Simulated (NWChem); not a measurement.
System: C4H6S; SMILES C(CSC)#C

NWChem printed, in part:

```
             Northwest Computational Chemistry Package (NWChem) 7.3.0
             --------------------------------------------------------

 C1  symmetry detected

                             Geometry "geometry" -> ""
                             -------------------------

 Output coordinates in angstroms (scale by  1.889725989 to convert to a.u.)

  No.       Tag          Charge          X              Y              Z
 ---- ---------------- ---------- -------------- -------------- --------------
    1 C                    6.0000    -0.49848664    -2.49721773    -0.28865971
    2 C                    6.0000     0.17303584    -1.55153303     0.04937812
    3 C                    6.0000     0.95291141    -0.39585089     0.47146529
    4 S                   16.0000     0.44059273     1.19463741    -0.32131711
    5 C                    6.0000    -1.28963087     1.28668389     0.25359314
    6 H                    1.0000    -1.07562718    -3.33853281    -0.59828822
    7 H                    1.0000     2.00717394    -0.51522746     0.19734639
    8 H                    1.0000     0.91225482    -0.28056415     1.56123226
    9 H                    1.0000    -1.72747345     2.17469664    -0.20977971
   10 H                    1.0000    -1.34475394     1.39021258     1.34178904
   11 H                    1.0000    -1.84803631     0.40272318    -0.06588708

 Effective nuclear repulsion energy (a.u.)     197.8205224160

                                 NWChem DFT Module
                                 -----------------

 Summary of "ao basis" -> "ao basis" (spherical)
 ------------------------------------------------------------------------------
       Tag                 Description            Shells   Functions and Types
 ---------------- ------------------------------  ------  ---------------------
 C                         def2-tzvp                11       31   5s3p2d1f
 S                         def2-tzvp                13       37   5s5p2d1f
 H                         def2-tzvp                 4        6   3s1p

            General Information
            -------------------
          SCF calculation type: DFT
          Wavefunction type:  closed shell.
          No. of atoms     :    11
          No. of electrons :    46
           Alpha electrons :    23
            Beta electrons :    23
          Charge           :     0
          Spin multiplicity:     1
          Use of symmetry is: off; symmetry adaption is: off
          Maximum number of iterations: 150
          AO basis - number of functions:   197
                     number of shells:    81
          Convergence on energy requested:  1.00D-06
          Convergence on density requested:  1.00D-05
          Convergence on gradient requested:  5.00D-04

              XC Information
              --------------
                         B3LYP Method XC Potential
                     Hartree-Fock (Exact) Exchange  0.200
                        Slater Exchange Functional  0.800 local
                    Becke 1988 Exchange Functional  0.720 non-local
              Lee-Yang-Parr Correlation Functional  0.810
                  VWN I RPA Correlation Functional  0.190 local

             Grid Information
             ----------------
          Grid used for XC integration:  medium
          Radial quadrature: Mura-Knowles
          Angular quadrature: Lebedev.
          Tag              B.-S. Rad. Rad. Pts. Rad. Cut. Ang. Pts.
          ---              ---------- --------- --------- ---------
          C                   0.70       49          12.0       434
          S                   1.00       88          12.0       590
          H                   0.35       45          13.0       434
          Grid pruning is: on
          Number of quadrature shells:   554
          Spatial weights used:  Erf1

      Superposition of Atomic Density Guess
      -------------------------------------

 Sum of atomic energies:        -551.16366934

      Non-variational initial energy
      ------------------------------

 Total energy =    -553.785259
 1-e energy   =   -1146.654599
 2-e energy   =     395.048818
 HOMO         =      -0.269663
 LUMO         =       0.014132

------------------------------------------------------------
EAF file 0: "./job.aoints.0" size=797442048 bytes
------------------------------------------------------------
               write      read    awrite     aread      wait
               -----      ----    ------     -----      ----
     calls:     1521         0         0         0         0
   data(b): 7.97e+08  0.00e+00  0.00e+00  0.00e+00
   time(s): 0.00e+00  0.00e+00  0.00e+00  0.00e+00  0.00e+00
rate(mb/s): 0.00e+00  0.00e+00
------------------------------------------------------------

     ---------------------------------------------
      Total Density - Mulliken Population Analysis
     ---------------------------------------------

    Atom       Charge   Shell Charges
 -----------   ------   -------------------------------------------------------
    1 C    6     6.33   0.86  1.12  0.60  0.49  0.11  1.24  1.45  0.45  0.01  0.00  0.01
    2 C    6     6.01   0.86  1.12  0.60  0.52  0.14  1.18  1.22  0.27  0.02  0.08  0.01
    3 C    6     6.24   0.86  1.12  0.53  0.65  0.16  1.12  1.33  0.37  0.02  0.08  0.00
    4 S   16    16.11   2.01  0.49  1.48  1.07  0.76  4.18  1.69  0.89  2.31  1.12  0.02  0.07  0.01
    5 C    6     6.44   0.86  1.12  0.54  0.68  0.11  1.19  1.43  0.45  0.01  0.05  0.00
    6 H    1     0.74   0.22  0.42  0.09  0.02
    7 H    1     0.82   0.24  0.44  0.12  0.02
    8 H    1     0.81   0.24  0.44  0.12  0.02
    9 H    1     0.83   0.24  0.44  0.12  0.02
   10 H    1     0.83   0.24  0.44  0.13  0.02
   11 H    1     0.83   0.24  0.44  0.12  0.02

[...]
```

Level: B3LYP/def2-TZVP. The geometry was optimised at B3LYP/6-31G* (spherical d). B3LYP is NWChem's, with the RPA form of VWN correlation.

Problem. Reconstruct the input file.

Solution. This is not unique; one that fits is the input that was run:
```
start job
memory heap 200 mb stack 900 mb global 1100 mb
geometry units angstroms noautoz
  C     -0.487383    -2.487470    -0.294553
  C      0.183760    -1.542833     0.047148
  C      0.963233    -0.388624     0.473983
  S      0.441211     1.207174    -0.301613
  C     -1.285376     1.289367     0.285592
  H     -1.064246    -3.327719    -0.607575
  H      2.015965    -0.502650     0.191822
  H      0.929549    -0.282840     1.564951
  H     -1.728771     2.180093    -0.167172
  H     -1.333504     1.383366     1.374984
  H     -1.843452     0.406612    -0.037774
end
basis spherical
  * library def2-tzvp
end
dft
  xc b3lyp
  iterations 150
  semidirect filesize 400000000
  mulliken
end
task dft energy
```
